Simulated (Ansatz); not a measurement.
## Abstraction of H: C2H6Mg + CH7O2Si2 → C2H5Mg + CH8O2Si2

Species: C2H6Mg `C[CH2][MgH]`, singlet; CH7O2Si2 `O[SiH]C[SiH2]O`, doublet; C2H5Mg `C[CH2][Mg]`, doublet; CH8O2Si2 `O[SiH2]C[SiH2]O`, singlet. A radical takes H: the energy is the difference in strength between the Mg–H bond broken and the Si–H bond made.

Shapes, held fixed at every level: PBE0-D4/def2-TZVP. Flexible molecules stand in one conformer, not always the lowest. Programs: Ansatz 0.2.0. Electronic energies: no zero-point or thermal term.

Task: Estimate ΔE of this reaction.

Result: The highest level, CCSD(T)/def2-TZVPP, gives ΔE = -125.1 kJ/mol; the levels span -130.4 to -119.1. The column of differences is taken from that level and isn't an error. No measured value is set beside it here. Open shells run unrestricted. Outer-core shells of Mg are correlated, in sets that cover them unevenly.

| level | kind | ΔE (kJ/mol) | less CCSD(T)/def2-TZVPP |
| --- | --- | --- | --- |
| MP2/def2-TZVPP | perturbation theory | -130.4 | -5.3 |
| HF/def2-TZVPP | Hartree–Fock | -126.4 | -1.3 |
| B3LYP-D4/def2-TZVPP | global hybrid | -124.6 | +0.5 |
| wB97M-V/def2-TZVPP | range-separated hybrid | -121.6 | +3.5 |
| wB97X-V/def2-TZVPP | range-separated hybrid | -119.1 | +6.0 |
| CCSD/def2-TZVPP | coupled cluster or CI | -124.5 | +0.6 |
| CCSD(T)/def2-TZVPP | coupled cluster or CI | -125.1 | 0.0 |
